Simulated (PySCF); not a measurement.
Excitations are Tamm–Dancoff values on a coarser integration grid. The basis has no diffuse functions, so Rydberg states are missing or too high.

Cartesian coordinates (Å):
```xyz
8

C      2.6571     1.2830     0.3400
N      1.8145     0.5142     0.0837
C      0.8687    -0.4409    -0.2278
C     -0.4151    -0.1929    -0.2497
C     -1.6920     0.0222    -0.2797
H      1.2609    -1.4248    -0.4570
H     -2.1869     0.3521    -1.1868
H     -2.3072    -0.1130     0.6035
```
Charge 0, spin multiplicity 1.

**Question.** Estimate the T1 excitation (TDA), HOMO, S1–T1 gap (TDA), HOMO–LUMO gap, dipole moment, total energy, S1 excitation (TDA) and LUMO that ωB97X-D3(BJ)/def2-TZVP // B3LYP-D3(BJ)/def2-TZVP (PySCF 2.14.0) returns for this input.

**Answer.** 
```
Quantity                    Value
-------------------  ------------
T1 excitation (TDA)       4.24 eV
HOMO                    -10.26 eV
S1–T1 gap (TDA)           1.48 eV
HOMO–LUMO gap            11.33 eV
dipole moment              3.96 D
total energy         -209.0165 Ha
S1 excitation (TDA)       5.72 eV
LUMO                      1.06 eV
```
